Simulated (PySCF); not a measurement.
# Two-component Hartree-Fock for Sr (strontium, neutral)

Start: [Kr] 5s2. Calculated with PySCF 2.14 in x2c-TZVPall-2c with one added diffuse shell each of s, p, d type (9s10p8d1f, 86 functions): generalised Hartree-Fock with the X2C-1e Hamiltonian and a Gaussian nucleus; one run each with spin-orbit coupling (SO) switched off, then screened by Boettger's factors. This is a chosen level, not necessarily the ground level.

```
spinor shell  electrons  ε, spin-free (eV)  ε, screened SO (eV)  weight of nominal j (screened SO)  rms radius, screened SO (bohr)
       1s1/2          2           -16197.6             -16196.9                              1.000                          0.0451
       2s1/2          2            -2261.5              -2261.3                              1.000                           0.187
       2p1/2          2            -2003.7              -2050.8                              1.000                           0.164
       2p3/2          4            -2003.7              -1981.3                              1.000                           0.167
       3s1/2          2            -379.70              -379.66                              1.000                           0.524
       3p1/2          2            -293.92              -301.49                              1.000                           0.528
       3p3/2          4            -293.92              -290.31                              1.000                           0.539
       3d3/2          4            -152.04              -153.18                              1.000                           0.545
       3d5/2          6            -152.04              -151.25                              1.000                           0.548
       4s1/2          2            -53.021              -53.014                              1.000                            1.45
       4p1/2          2            -29.799              -30.670                              1.000                            1.66
       4p3/2          4            -29.799              -29.382                              1.000                            1.70
       5s1/2          2             -4.933               -4.933                              1.000                            4.88
```

```csv
quantity,spin-free,screened SO
E (hartree),-3177.19220,-3177.44073
M_J,0,0
⟨J²⟩,0.000,0.000
⟨L²⟩,0.000,0.006
⟨S²⟩,0.000,0.006
```

Breit and QED terms are absent; they matter most for the inner s and p1/2 levels.

Densities and radii are taken from the X2C orbitals without a picture-change correction, which distorts them close to the nucleus.

Without spin-orbit coupling the j labels of p, d and f shells carry no meaning; the spin-free column gives the mean over the occupied spinors of each nl shell.
